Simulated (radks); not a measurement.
Results of a calculation; reference values are marked as such.
Problem. Code: a radial shooting solver on a logarithmic mesh with Libxc functionals. Model: scalar-relativistic Kohn-Sham, PBE, spin-polarised, spherical densities, finite nucleus; open shells are filled with parallel spins first (spin-orbit coupling, left out, can overturn this in heavy ions); Fermi nuclear charge, rms radius of each element as measured or else 0.836 A^(1/3) + 0.57 fm. Response by self-consistent Sternheimer equations with the Hartree and adiabatic LDA kernel, the relativistic mass of each level held fixed and spin-orbit coupling left out. For heavy and open-shell atoms this level of theory can miss by tens of per cent. Rank Nb2+, Nb+, Nb5+, Nb4+, Nb6+, Nb, Nb3+ (NIST ground configurations) by static dipole polarisability, largest first.

Solution. Nb 91.11, Nb+ 28.28, Nb2+ 11.76, Nb3+ 6.073, Nb4+ 3.563, Nb5+ 2.273, Nb6+ 1.914 bohr^3.
